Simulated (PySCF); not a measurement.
As: excitation energy

As [Ar] 3d10 4s2 4p3 (4S) → As [Ar] 3d10 4s1 4p3 4d1 (6D), as a difference of total energies. Calculation: PySCF 2.14, in dyall-av3z; scalar relativity by spin-free X2C-1e. The calculations carry no spin-orbit coupling.

```
   method  excitation energy (cm⁻¹)
      UHF                    105090
    TPSSh                    121850
     PW91                    123760
BHandHLYP                    124120
```

The upper state lies above the first ionisation limit, but in LS coupling its spin forbids autoionisation to the ground ion.

The promoted electron is Rydberg-like, and one or two diffuse shells describe it only roughly, which tends to raise the upper state.

In the upper state the promoted electron has a positive orbital energy at TPSSh, PW91, so the basis confines it.
